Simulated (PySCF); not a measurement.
Molecule: `C[Si](C)(C)[O][AlH3-]`, [C3H12AlOSi]-.

Geometry (Å), atoms numbered from 1 in this order:
```xyz
18

C    -0.4354   -1.3516    1.5180
Si   -0.3466   -0.0530    0.1107
C    -1.4598   -0.6864   -1.3158
C    -1.1467    1.5575    0.7761
O     1.1499    0.1865   -0.3692
Al    2.8020    0.4444   -0.9042
H    -1.4548   -1.5357    1.8485
H     0.1396   -1.0218    2.3780
H    -0.0134   -2.2967    1.1907
H    -1.0657   -1.6108   -1.7267
H    -2.4795   -0.8740   -0.9882
H    -1.4968    0.0369   -2.1248
H    -1.1582    2.3245    0.0076
H    -2.1703    1.4029    1.1092
H    -0.5778    1.9484    1.6142
H     2.7156    1.3414   -2.2393
H     3.4256   -1.0128   -1.1903
H     3.5632    1.2066    0.2939
```

Total charge -1.

Frames of a GFN2-xTB Langevin trajectory at 600 K; GIAO PBE0/pcSseg-1 shieldings in PySCF, gas phase, non-relativistic; equivalent atoms averaged within each frame.

Referencing at the same level of theory: 13C (186.93 ppm) and 29Si (349.16 ppm) and 1H (31.72 ppm) vs TMS; 17O (336.08 ppm) vs H2O; 27Al (489.97 ppm) against AlH4-. The references are static minima.

How do the shifts (ppm) fluctuate along the trajectory?

## Answers


```tsv
time (fs)	C1/C3/C4	Si2	O5	Al6	H16/H17/H18	H7/H8/H9/H10/H11/H12/H13/H14/H15
250	10.6	-14.2	87.9	17.7	5.12	0.93
425	9.0	-10.5	97.3	26.5	5.13	0.79
625	6.4	-14.8	76.6	31.8	5.40	0.14
800	6.2	-2.3	84.1	31.4	4.89	0.23
1000	1.6	-12.9	81.8	34.8	4.55	-0.61
mean of frames	6.8	-10.9	85.5	28.4	5.02	0.30
standard deviation	3.4	5.1	7.7	6.7	0.32	0.61
```

5 frames give an uncertainty of the mean of about the standard deviation over 2.2 at best, since frames this close in time may not be independent; classical motion lacks zero-point vibration, and the reference would need the same averaging.
